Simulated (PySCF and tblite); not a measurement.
The numbers below are computed, except where a source is named.
System: C₅H₁₀N₂, numbered as in [CH3:1]/[N:2]=[CH:3]/[CH:4]=[CH:5]/[NH:6][CH3:7].

The path came from a restrained scan, a climbing-image band and a saddle search at GFN2-xTB; energies are PBE0/pcSseg-1 + D3(BJ)//PBE0-D3(BJ)/def2-SVP, thermal terms GFN2-xTB. Rates follow Eyring's equation with the number of equivalent paths and no tunnelling. Run with tblite and PySCF.

Tunnelling of the moving H, left out here, will speed the real process. In real samples such hydrogens mostly exchange between molecules or through solvent, far faster than by this path.

How high is the barrier to the shift of H on N6 from N6 to N2, through which structure does it pass, and what rate follows at 298 K?

The electronic barrier is 70.1 kcal/mol and ΔG‡(298 K) 66.5 kcal/mol, over a Cs saddle with an imaginary mode of 1466i cm⁻¹ (GFN2-xTB). With 1 equivalent path, k is 1.1×10⁻³⁶ s⁻¹.
